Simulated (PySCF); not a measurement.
# Basis-set dependence of population analyses: `Sc1ccccc1`

C6H6S.
Geometry (PBE0-D3(BJ)/def2-SVP, Å), atoms numbered from 1 in this order:
```
atom  x, y, z in Å
S1     2.852   -0.236    0.190
C2     1.095   -0.089    0.084
C3     0.336   -1.265    0.167
C4    -1.052   -1.209    0.089
C5    -1.704    0.014   -0.071
C6    -0.950    1.183   -0.153
C7     0.440    1.137   -0.077
H8     3.126    1.079    0.071
H9     0.838   -2.227    0.292
H10   -1.630   -2.134    0.155
H11   -2.793    0.054   -0.131
H12   -1.447    2.148   -0.278
H13    1.018    2.062   -0.143
```

PBE0 throughout (PySCF), one geometry, spherical d and f functions. The structure is a single PBE0-D3(BJ)/def2-SVP conformer in the gas phase; no vibrational or solvent corrections. Atoms taken as equivalent share a column and are averaged. The first 7 of 9 kinds of atom are listed.

Mulliken charges (e):

```json
{"basis": "STO-3G", "functions": "45", "S1": "+0.138", "C2": "-0.097", "C3/C7": "-0.097", "C4/C6": "-0.084", "C5": "-0.095", "H8": "+0.003", "H9/H13": "+0.080"}
{"basis": "pcSseg-0", "functions": "79", "S1": "+0.107", "C2": "-0.427", "C3/C7": "-0.174", "C4/C6": "-0.236", "C5": "-0.238", "H8": "+0.180", "H9/H13": "+0.238"}
{"basis": "6-31G", "functions": "79", "S1": "+0.177", "C2": "-0.325", "C3/C7": "-0.153", "C4/C6": "-0.155", "C5": "-0.175", "H8": "+0.066", "H9/H13": "+0.176"}
{"basis": "6-31G*", "functions": "114", "S1": "-0.006", "C2": "-0.109", "C3/C7": "-0.187", "C4/C6": "-0.157", "C5": "-0.178", "H8": "+0.111", "H9/H13": "+0.174"}
{"basis": "cc-pVDZ", "functions": "132", "S1": "-0.027", "C2": "-0.185", "C3/C7": "+0.040", "C4/C6": "+0.003", "C5": "-0.008", "H8": "+0.099", "H9/H13": "+0.004"}
{"basis": "def2-SVP", "functions": "132", "S1": "+0.001", "C2": "-0.104", "C3/C7": "-0.013", "C4/C6": "-0.020", "C5": "-0.022", "H8": "+0.085", "H9/H13": "+0.015"}
{"basis": "pcSseg-1", "functions": "156", "S1": "+0.023", "C2": "-0.352", "C3/C7": "-0.013", "C4/C6": "-0.091", "C5": "-0.086", "H8": "+0.139", "H9/H13": "+0.093"}
{"basis": "aug-cc-pVDZ", "functions": "219", "S1": "-0.036", "C2": "+0.872", "C3/C7": "+0.376", "C4/C6": "+0.594", "C5": "+0.315", "H8": "+0.044", "H9/H13": "-0.704"}
{"basis": "6-311+G(2d,p)", "functions": "233", "S1": "-0.402", "C2": "+1.171", "C3/C7": "-0.574", "C4/C6": "-0.071", "C5": "-0.169", "H8": "+0.122", "H9/H13": "+0.116"}
{"basis": "def2-TZVP", "functions": "259", "S1": "-0.174", "C2": "+0.170", "C3/C7": "-0.186", "C4/C6": "-0.120", "C5": "-0.130", "H8": "+0.150", "H9/H13": "+0.117"}
{"basis": "cc-pVTZ", "functions": "298", "S1": "-0.100", "C2": "+0.026", "C3/C7": "-0.123", "C4/C6": "-0.104", "C5": "-0.133", "H8": "+0.096", "H9/H13": "+0.105"}
{"basis": "IGLO-III", "functions": "314", "S1": "+0.145", "C2": "+0.097", "C3/C7": "-0.158", "C4/C6": "-0.102", "C5": "-0.119", "H8": "-0.037", "H9/H13": "+0.076"}
```

IAO charges (e):

| basis | functions | S1 | C2 | C3/C7 | C4/C6 | C5 | H8 | H9/H13 |
| --- | --- | --- | --- | --- | --- | --- | --- | --- |
| STO-3G | 45 | +0.153 | -0.131 | -0.157 | -0.135 | -0.151 | +0.034 | +0.132 |
| pcSseg-0 | 79 | -0.001 | -0.101 | -0.161 | -0.141 | -0.160 | +0.106 | +0.150 |
| 6-31G | 79 | -0.017 | -0.085 | -0.164 | -0.142 | -0.161 | +0.103 | +0.152 |
| 6-31G* | 114 | +0.015 | -0.092 | -0.160 | -0.136 | -0.157 | +0.086 | +0.146 |
| cc-pVDZ | 132 | +0.011 | -0.087 | -0.166 | -0.138 | -0.161 | +0.096 | +0.148 |
| def2-SVP | 132 | +0.022 | -0.089 | -0.163 | -0.135 | -0.159 | +0.090 | +0.144 |
| pcSseg-1 | 156 | +0.017 | -0.095 | -0.167 | -0.140 | -0.163 | +0.095 | +0.150 |
| aug-cc-pVDZ | 219 | +0.001 | -0.086 | -0.170 | -0.143 | -0.166 | +0.103 | +0.152 |
| 6-311+G(2d,p) | 233 | +0.014 | -0.093 | -0.169 | -0.142 | -0.166 | +0.096 | +0.152 |
| def2-TZVP | 259 | +0.019 | -0.094 | -0.168 | -0.142 | -0.165 | +0.094 | +0.151 |
| cc-pVTZ | 298 | +0.011 | -0.091 | -0.168 | -0.142 | -0.165 | +0.098 | +0.151 |
| IGLO-III | 314 | +0.023 | -0.093 | -0.171 | -0.143 | -0.168 | +0.094 | +0.152 |

Some averages cover members that differ in this geometry, most widely: C3/C7, Mulliken in aug-cc-pVDZ +0.112 to +0.639; C4/C6, Mulliken in aug-cc-pVDZ +0.483 to +0.704; H9/H13, Mulliken in aug-cc-pVDZ -0.765 to -0.642; C3/C7, Mulliken in IGLO-III -0.184 to -0.132 e.

**Question.** Which scheme is steadiest as the basis changes?

**Answer.** Largest range over the bases for any column: IAO 0.17 e, Mulliken 1.60 e. IAO charges move least and Mulliken charges most, counted in e. Without the minimal STO-3G basis the ranges are IAO 0.04, Mulliken 1.60 e.

**Question.** How much do the charges still move between the two largest bases, cc-pVTZ and IGLO-III?

**Answer.** At most, over all atoms: Mulliken 0.245 e, IAO 0.013 e.

**Question.** What do the same runs give for the total energy, the frontier levels and the dipole moment?

**Answer.** 
```json
{"basis": "STO-3G", "energy (Eh)": "-622.8254", "HOMO (eV)": "-3.69", "LUMO (eV)": "2.86", "μ (D)": "0.81"}
{"basis": "pcSseg-0", "energy (Eh)": "-629.0439", "HOMO (eV)": "-6.49", "LUMO (eV)": "-0.30", "μ (D)": "1.57"}
{"basis": "6-31G", "energy (Eh)": "-629.9154", "HOMO (eV)": "-6.26", "LUMO (eV)": "0.02", "μ (D)": "1.57"}
{"basis": "6-31G*", "energy (Eh)": "-629.9934", "HOMO (eV)": "-6.18", "LUMO (eV)": "0.00", "μ (D)": "1.29"}
{"basis": "cc-pVDZ", "energy (Eh)": "-630.0396", "HOMO (eV)": "-6.25", "LUMO (eV)": "-0.20", "μ (D)": "1.10"}
{"basis": "def2-SVP", "energy (Eh)": "-629.7322", "HOMO (eV)": "-6.27", "LUMO (eV)": "-0.26", "μ (D)": "1.08"}
{"basis": "pcSseg-1", "energy (Eh)": "-629.9720", "HOMO (eV)": "-6.39", "LUMO (eV)": "-0.41", "μ (D)": "1.18"}
{"basis": "aug-cc-pVDZ", "energy (Eh)": "-630.0513", "HOMO (eV)": "-6.38", "LUMO (eV)": "-0.51", "μ (D)": "1.09"}
{"basis": "6-311+G(2d,p)", "energy (Eh)": "-630.0918", "HOMO (eV)": "-6.37", "LUMO (eV)": "-0.50", "μ (D)": "1.11"}
{"basis": "def2-TZVP", "energy (Eh)": "-630.1130", "HOMO (eV)": "-6.35", "LUMO (eV)": "-0.43", "μ (D)": "1.08"}
{"basis": "cc-pVTZ", "energy (Eh)": "-630.1128", "HOMO (eV)": "-6.34", "LUMO (eV)": "-0.38", "μ (D)": "1.09"}
{"basis": "IGLO-III", "energy (Eh)": "-630.1145", "HOMO (eV)": "-6.31", "LUMO (eV)": "-0.46", "μ (D)": "0.91"}
```

The dipole is fixed by the density alone, so its range of 0.76 D shows that the density itself changes with the basis, not only its division among atoms.
